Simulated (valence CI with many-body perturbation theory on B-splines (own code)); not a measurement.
# E1 transitions of Sc¹⁴⁺

Computed by valence CI with perturbative core correlation (CI+MBPT): five valence electrons over a frozen Dirac-Fock core [He], a basis of 11 s, 11 p, 10 d, 8 f, 5 g, 2 h functions for each j, with the one-electron correlation potential Σ1 (screened to all orders), the two-electron term Σ2, the three-electron term Σ3, Breit, model QED; selected single and double excitations, second order for the rest, scaled by the run's own slope (own B-spline code, finite nucleus).

No measured levels were compared; by estimate levels of excited configurations hold to 0.05 to 0.15 % of their energy, terms of the ground configuration to about 0.5 %. Among the levels kept, up to 5500 cm⁻¹ of a level comes from second order outside the variational space, and about a tenth of that is noise between levels of different J, which matters for small intervals.

Lines 51 to 100 of 568 in falling wavelength, among levels below 49.147 Ry, chosen from the strongest by gf and those to the six lowest levels. Wavelengths and rates use the calculated energies, so an error of 500 cm⁻¹ moves a line at 58.63 nm by 0.29 % and its rate by three times that or more. Electric multipoles are in the length gauge, E1 and E2 with the static RPA response of the core. Weak lines are less certain than strong ones. Lines between different terms over intervals too small for the method are left out, as are lines whose strength nearly cancels. The highest levels of a list are the least certain.

Names give the largest LS component (configuration and term), which can be under half, so a name can repeat, a term be missing and a line seem to break the LS rules; names also repeat where a configuration has a term twice. Letters in brackets count levels of one name in rising energy.

| λ vac (nm) | Upper | Lower | A (s⁻¹) | log gf | Branch % |
| --- | --- | --- | --- | --- | --- |
| 58.63 | 2s2.2p2.3p 4P°_3/2 | 2s2.2p2.3s 4P_3/2 | 7.36e+08 | -0.82 | 2.9 |
| 58.44 | 2s2.2p2.3p 2F°_7/2 | 2s2.2p2.3s 2D_5/2 | 1.74e+09 | -0.15 | 13.6 |
| 58.08 | 2s.2p3.3p 6P_7/2 | 2s.2p3.3s 6S°_5/2 | 1.94e+09 | -0.11 | 43.0 |
| 57.87 | 2s2.2p2.3d 2P_3/2 [b] | 2s2.2p2.3p 2P°_3/2 [b] | 7.95e+08 | -0.80 | 0.0 |
| 57.63 | 2s.2p3.3d 4F°_7/2 [a] | 2s.2p3.3p 4D_7/2 [a] | 5.25e+08 | -0.68 | 0.4 |
| 57.42 | 2s2.2p2.3p 4P°_1/2 | 2s2.2p2.3s 4P_3/2 | 1.12e+09 | -0.95 | 5.0 |
| 57.08 | 2s.2p3.3d 6D°_7/2 | 2s.2p3.3p 6P_7/2 | 6.35e+08 | -0.61 | 16.5 |
| 56.95 | 2s.2p3.3d 4F°_5/2 [a] | 2s.2p3.3p 4D_5/2 [a] | 6.75e+08 | -0.71 | 0.7 |
| 56.90 | 2s.2p3.3d 6D°_9/2 | 2s.2p3.3p 6P_7/2 | 1.80e+09 | -0.06 | 99.6 |
| 56.90 | 2s.2p3.3d 4F°_9/2 [b] | 2s.2p3.3p 4D_7/2 [b] | 1.80e+09 | -0.06 | 18.5 |
| 56.85 | 2s.2p3.3d 4G°_11/2 | 2s.2p3.3p 4F_9/2 | 1.83e+09 | 0.03 | 45.9 |
| 56.79 | 2s.2p3.3d 4D°_7/2 [c] | 2s.2p3.3p 4P_5/2 [c] | 1.22e+09 | -0.33 | 0.0 |
| 56.73 | 2s.2p3.3d 4D°_3/2 [c] | 2s.2p3.3p 4P_3/2 [c] | 5.93e+08 | -0.94 | 0.0 |
| 56.68 | 2s.2p3.3d 4D°_5/2 [c] | 2s.2p3.3p 4P_5/2 [c] | 5.24e+08 | -0.82 | 0.0 |
| 56.51 | 2s.2p3.3d 4G°_9/2 | 2s.2p3.3p 4F_7/2 | 1.76e+09 | -0.07 | 37.5 |
| 56.48 | 2s2.2p2.3p 2P°_3/2 [a] | 2s2.2p2.3s 2P_3/2 | 1.03e+09 | -0.71 | 3.3 |
| 56.43 | 2s.2p3.3d 4D°_1/2 [c] | 2s.2p3.3p 4P_1/2 [c] | 1.08e+09 | -0.99 | 0.0 |
| 56.39 | 2s.2p3.3d 4G°_5/2 | 2s.2p3.3p 2P_3/2 [a] | 5.72e+08 | -0.79 | 1.5 |
| 56.18 | 2s.2p3.3d 4D°_5/2 [c] | 2s.2p3.3p 4P_3/2 [c] | 7.32e+08 | -0.68 | 0.0 |
| 55.88 | 2s2.2p2.3d 2D_5/2 [b] | 2s2.2p2.3p 2D°_5/2 [b] | 5.75e+08 | -0.79 | 0.0 |
| 55.85 | 2s.2p3.3d 4F°_3/2 [a] | 2s.2p3.3p 4D_1/2 [a] | 7.77e+08 | -0.84 | 1.5 |
| 55.76 | 2s.2p3.3d 4F°_7/2 [a] | 2s.2p3.3p 4D_5/2 [a] | 8.91e+08 | -0.48 | 0.7 |
| 55.75 | 2s.2p3.3d 4F°_9/2 [a] | 2s.2p3.3p 4D_7/2 [a] | 1.10e+09 | -0.29 | 17.9 |
| 55.72 | 2s.2p3.3d 4D°_5/2 [d] | 2s.2p3.3p 4P_5/2 [d] | 4.11e+08 | -0.94 | 0.0 |
| 55.68 | 2s.2p3.3d 4G°_7/2 | 2s.2p3.3p 4F_5/2 | 1.71e+09 | -0.20 | 3.5 |
| 55.53 | 2s2.2p2.3p 2P°_1/2 [c] | 2s2.2p2.3s 2S_1/2 | 1.98e+09 | -0.74 | 6.5 |
| 55.52 | 2s.2p3.3d 4S°_3/2 | 2s.2p3.3p 4P_5/2 [b] | 7.07e+08 | -0.88 | 0.0 |
| 55.41 | 2s.2p3.3d 4F°_7/2 [b] | 2s.2p3.3p 4D_5/2 [b] | 1.67e+09 | -0.21 | 0.2 |
| 55.39 | 2s.2p3.3d 6D°_3/2 | 2s.2p3.3p 6P_5/2 | 5.67e+08 | -0.98 | 6.5 |
| 55.35 | 2s.2p3.3d 6D°_5/2 | 2s.2p3.3p 6P_5/2 | 1.15e+09 | -0.50 | 18.4 |
| 55.28 | 2s.2p3.3d 6D°_7/2 | 2s.2p3.3p 6P_5/2 | 1.24e+09 | -0.34 | 32.2 |
| 55.27 | 2s2.2p2.3d 2D_3/2 [b] | 2s2.2p2.3p 2D°_3/2 [b] | 6.93e+08 | -0.90 | 0.0 |
| 55.25 | 2s.2p3.3p 2D_3/2 [a] | 2s.2p3.3s 2D°_5/2 [a] | 5.52e+08 | -1.00 | 0.0 |
| 55.24 | 2s.2p3.3d 4F°_5/2 [a] | 2s.2p3.3p 4D_3/2 [a] | 7.19e+08 | -0.70 | 0.7 |
| 55.04 | 2s.2p3.3p 2P_3/2 [f] | 2s.2p3.3s 2P°_3/2 [b] | 1.87e+09 | -0.47 | 0.3 |
| 55.02 | 2s.2p3.3d 4D°_7/2 [d] | 2s.2p3.3p 4P_5/2 [d] | 1.73e+09 | -0.20 | 0.2 |
| 54.75 | 2s.2p3.3p 2D_3/2 [a] | 2s.2p3.3s 2D°_3/2 [a] | 1.52e+09 | -0.56 | 0.1 |
| 54.72 | 2s2.2p2.3p 2P°_3/2 [c] | 2s2.2p2.3s 2S_1/2 | 1.96e+09 | -0.45 | 4.2 |
| 54.51 | 2s.2p3.3d 6D°_1/2 | 2s.2p3.3p 6P_3/2 | 2.02e+09 | -0.75 | 22.6 |
| 54.50 | 2s.2p3.3d 6D°_3/2 | 2s.2p3.3p 6P_3/2 | 1.42e+09 | -0.60 | 16.2 |
| 54.47 | 2s2.2p2.3d 2D_5/2 [b] | 2s2.2p2.3p 2D°_3/2 [b] | 5.90e+08 | -0.80 | 0.0 |
| 54.46 | 2s.2p3.3d 6D°_5/2 | 2s.2p3.3p 6P_3/2 | 6.34e+08 | -0.77 | 10.1 |
| 54.32 | 2s.2p3.3p 2D_3/2 [c] | 2s.2p3.3s 2D°_3/2 [b] | 1.78e+09 | -0.50 | 0.5 |
| 54.28 | 2s.2p3.3d 4F°_5/2 [b] | 2s.2p3.3p 4D_3/2 [b] | 1.53e+09 | -0.39 | 0.2 |
| 54.16 | 2s2.2p2.3d 4F_9/2 | 2s2.2p2.3p 4D°_7/2 | 1.88e+09 | -0.08 | 99.8 |
| 54.15 | 2s.2p3.3p 2D_5/2 [a] | 2s.2p3.3s 2D°_5/2 [a] | 2.04e+09 | -0.27 | 0.1 |
| 54.04 | 2s.2p3.3d 4G°_5/2 | 2s.2p3.3p 4F_3/2 | 1.33e+09 | -0.46 | 3.4 |
| 54.01 | 2s.2p3.3p 2S_1/2 [b] | 2s.2p3.3s 2P°_3/2 [b] | 1.94e+09 | -0.77 | 0.5 |
| 53.67 | 2s.2p3.3d 2D°_3/2 [a] | 2s.2p3.3p 2D_3/2 [a] | 8.24e+08 | -0.85 | 0.0 |
| 53.66 | 2s.2p3.3p 2D_5/2 [c] | 2s.2p3.3s 2D°_5/2 [b] | 1.85e+09 | -0.32 | 0.8 |
